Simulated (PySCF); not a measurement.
A PySCF script (with the pyscf-properties extension) for the NMR shieldings of SMILES C1([Si-](C#CC)Cl)CC1, [C6H8ClSi]-, on a GFN2-xTB geometry:

```python
import basis_set_exchange as bse
import numpy as np
from pyscf import gto, dft
from pyscf.prop import nmr

atoms = """
C     3.576653    0.713190    0.207401
C     2.278888    0.132639    0.531145
C     1.189509   -0.340967    0.748341
Si   -0.377647   -1.059849    1.490303
Cl    0.048329   -3.236524    0.860360
C    -1.555517   -0.606704    0.054278
C    -2.942743   -0.161275    0.400248
C    -1.929374    0.839134   -0.059486
H     4.115887    0.076853   -0.499367
H     4.185245    0.819642    1.110377
H     3.450668    1.702030   -0.243158
H    -1.470399   -1.140191   -0.892105
H    -3.766393   -0.395958   -0.265999
H    -3.231640   -0.145628    1.444043
H    -1.520690    1.522508    0.674725
H    -2.058375    1.290044   -1.037551
"""
names = dict.fromkeys(["C", "Si", "Cl", "H"], "pcSseg-1")
basis = {el: gto.basis.parse(bse.get_basis(n, elements=[el], fmt="nwchem")) for el, n in names.items()}
mol = gto.M(atom=atoms, basis=basis, charge=-1, verbose=0)
mf = dft.RKS(mol, xc="PBE0")
mf.grids.level = 2
mf.grids.alignment = dft.numint.BLKSIZE   # the property module wants whole blocks of grid points
mf.conv_tol = 1e-9
mf.kernel()

calc = nmr.RKS(mf)   # GIAO
C = mf.mo_coeff
Co = C[:, mf.mo_occ > 0]
resp = mf.gen_response(singlet=True, hermi=2)
def vind(x):   # induced exchange potential for any number of trial vectors
    d = np.einsum("pi,xij,qj->xpq", C, 2 * x.reshape(-1, C.shape[1], Co.shape[1]), Co, optimize=True)
    return np.einsum("xpq,pi,qj->xij", resp(d - d.transpose(0, 2, 1)), C, Co, optimize=True).ravel()
mo1, _ = nmr.rhf.solve_mo1(calc, with_cphf=vind)
sigma = calc.kernel(mo1)
for i, s in enumerate(sigma):   # ppm
    w = np.linalg.eigvalsh((s + s.T) / 2)
    print("%2d %-2s iso %8.1f  s11 %8.1f  s22 %8.1f  s33 %8.1f" % (i, mol.atom_pure_symbol(i), w.mean(), *w))
```

Task: Give the expected output.

Result: 
```
 0 C  iso    178.7  s11    171.1  s22    171.9  s33    193.1
 1 C  iso     82.4  s11      9.8  s22     19.3  s33    218.0
 2 C  iso     74.6  s11    -27.8  s22    -24.5  s33    275.9
 3 Si iso    301.5  s11    112.6  s22    371.8  s33    420.1
 4 Cl iso    964.6  s11    774.9  s22   1052.4  s33   1066.5
 5 C  iso    177.6  s11    143.3  s22    169.9  s33    219.6
 6 C  iso    177.9  s11    146.7  s22    173.7  s33    213.4
 7 C  iso    188.2  s11    162.5  s22    185.1  s33    216.8
 8 H  iso     29.6  s11     24.4  s22     28.4  s33     36.1
 9 H  iso     29.7  s11     24.6  s22     28.2  s33     36.2
10 H  iso     29.7  s11     24.5  s22     28.6  s33     36.1
11 H  iso     31.4  s11     25.2  s22     29.4  s33     39.5
12 H  iso     31.5  s11     25.4  s22     27.6  s33     41.6
13 H  iso     31.8  s11     25.9  s22     29.1  s33     40.4
14 H  iso     32.0  s11     26.4  s22     29.3  s33     40.3
15 H  iso     31.7  s11     26.3  s22     27.1  s33     41.7
```

These numbers come from an equivalent density-fitted implementation of the same equations, which agrees with the script to about 0.01 ppm for H and up to a few tenths of a ppm for heavy atoms, so last digits may differ.

Task: Turn these shieldings into chemical shifts. Referencing at the same level of theory: 13C (σ = 186.93 ppm) and 29Si (σ = 349.16 ppm) and 1H (σ = 31.72 ppm) vs TMS; 35Cl (σ = 949.78 ppm) vs HCl.

Result: Averaging equivalent atoms: C 2: 112.4; C 1: 104.6; C 5: 9.3; C 0: 8.2; C 6/7: 3.9; Si 3: 47.7; Cl 4: -15; H 8/9/10: 2.04; H 11: 0.33; H 12/15: 0.11; H 13/14: -0.18 ppm. 

Size and cost of the density-fitted run: 190 basis functions, 65 s wall time on 1 thread of an Arm Neoverse N1, shared host.
